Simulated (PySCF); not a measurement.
SMILES F[Si](F)(F)C[SiH2][Si](F)(F)F (CH4F6Si3), singlet (GFN2-xTB optimised geometry):

```
14

F      1.693    -0.675     0.000
Si     0.106    -0.675     0.000
F     -0.287    -1.517     1.285
F     -0.295    -1.598    -1.227
C     -0.610     1.050     0.000
Si    -0.189     2.039     1.584
Si    -1.196     1.081     3.393
F     -0.331     0.090     4.283
F     -2.522     0.247     3.114
F     -1.695     2.139     4.473
H     -0.238     1.598    -0.865
H     -1.693     0.996    -0.116
H     -0.690     3.408     1.369
H      1.270     2.106     1.751
```

Calculation: CAM-B3LYP/def2-TZVP (PySCF 2.14.0).

### Question
What are the frontier orbital energies and the dipole moment?

### Answer
HOMO-2 -12.12 eV, HOMO-1 -11.61 eV, HOMO -11.35 eV, LUMO -0.26 eV, LUMO+1 0.03 eV; dipole moment 4.33 D.

Meta-Löwdin charges at CAM-B3LYP/def2-TZVP: F1 -0.49, Si2 1.65, F3 -0.49, F4 -0.48, C5 -0.72, Si6 0.38, Si7 1.45, F8 -0.49, F9 -0.49, F10 -0.49, H11 0.16, H12 0.16, H13 -0.07, H14 -0.07.
